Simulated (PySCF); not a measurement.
**[Ce(H2CO)]3+ at several levels of theory**

Computed with PySCF 2.14.0 (density fitting, no spin-orbit coupling) at the geometry relaxed with B3LYP:

```xyz
5
[Ce(H2CO)]3+ (singlet in the valence; each metal's 4f electrons, 1 of them, lie in its core potential, out of spins and levels)
Ce    0.0000    0.0000   -0.3013
O     0.0000    0.0000    1.9062
C     0.0000    0.0000    3.1747
H     0.9693    0.0000    3.7216
H    -0.9693    0.0000    3.7216
```

| level | basis | state | HOMO (eV) | gap (eV) | charge on Ce1 (e) | population of f-type functions on Ce1 (polarisation alone where 4f lies in the core) | dipole about the centre of mass (D) | largest force component (eV/Å) |
| --- | --- | --- | --- | --- | --- | --- | --- | --- |
| B3LYP | Ce lcecp-1-SVP with ECP47, O def2-SVP, C def2-SVP, H def2-SVP | singlet | -24.34 | 5.02 | 2.49 | 0.03 | 3.68 | 0.00 |
| PBE0 | the same | singlet | -24.55 | 5.55 | 2.52 | 0.03 | 3.59 | 0.34 |
| TPSS | the same | singlet | -23.31 | 3.53 | 2.47 | 0.03 | 3.90 | 0.47 |
| wB97X | the same | singlet | -26.81 | 10.27 | 2.54 | 0.03 | 3.20 | 0.11 |
| B3LYP | Ce lcecp-1-TZVP with ECP47, O def2-TZVP, C def2-TZVP, H def2-TZVP | singlet | -24.33 | 5.07 | 2.58 | 0.04 | 3.72 | 0.35 |
| PBE0 | Ce def2-SVP with ECP28, O def2-SVP, C def2-SVP, H def2-SVP | doublet | -24.76 | 3.51 | 2.47 | 1.13 | 4.08 | 1.16 |

In the lcecp rows the 4f levels are missing from HOMO and gap, and the state counts the valence alone.

HOMO and gap are taken over both spins. Charges are Mulliken's, which hang on the basis. The relaxation used the grid (50, 194), these runs (75, 302) or, all-electron (x2c bases, spin-free X2C Hamiltonian), (99, 590).

What does BP86 with Ce lcecp-1-SVP with ECP47, O def2-SVP, C def2-SVP, H def2-SVP give here?

state singlet, HOMO (eV) -23.33, gap (eV) 3.26, charge on Ce1 (e) 2.45, population of f-type functions on Ce1 (polarisation alone where 4f lies in the core) 0.03, dipole about the centre of mass (D) 4.03, largest force component (eV/Å) 0.40. Time: 2.9 s on 2 threads of AMD EPYC 7B13 (Zen 3), with other jobs on the host, from an already converged density.

In the first row's basis the gap widens with exact exchange: 3.3 to 3.5 eV for BP86, TPSS (none); 5.0 to 5.5 eV for B3LYP, PBE0 (a fixed share); 10.3 eV for wB97X (rising or full at long range).

An lcecp potential fixes the number of 4f electrons, so in runs with it no electron can move into or out of that shell.

Rows with open f shells in the valence may stand above their lowest state, and their gaps can end on f levels.
